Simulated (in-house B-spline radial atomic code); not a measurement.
Configurations of P VIII (P7+), with energies counted from [He] 2s2 2p4. Method: scalar-relativistic (X2C) BLYP, spin-polarised, spherical fractional occupations, Fermi nucleus of rms radius 3.1889 fm. Calculated with a B-spline radial code for spherical atoms. Shells without spins written out take the highest spin.

| configuration | E - E(ref) (eV) | highest orbital | its <r> (bohr) |
| --- | --- | --- | --- |
| [He] 2s(0 up, 1 down) 2p(2 up, 3 down) | 45.506 | 2p up | 0.4458 |
| [He] 2s2 2p(2 up, 1 down) 3s(1 up, 0 down) | 188.15 | 3s up | 1.261 |
| [He] 2s2 2p(1 up, 2 down) 3d(1 up, 0 down) | 216.8 | 3d up | 1.206 |
| [He] 2s1 2p4 3s1 | 220.73 | 3s up | 1.26 |

(1) Order these further configurations by energy, lowest first.
A. [He] 2s1 2p4 3d1
B. [He] 2s2 2p3 3p1
C. [He] 2s(0 up, 1 down) 2p(1 up, 3 down) 3p(0 up, 1 down)
D. [He] 2s2 2p3 3d1
E. [He] 2s2 2p3 3s1

Answers

(1) E (177.16 eV), B (189.15 eV), D (205.02 eV), C (232.87 eV), A (248.39 eV).
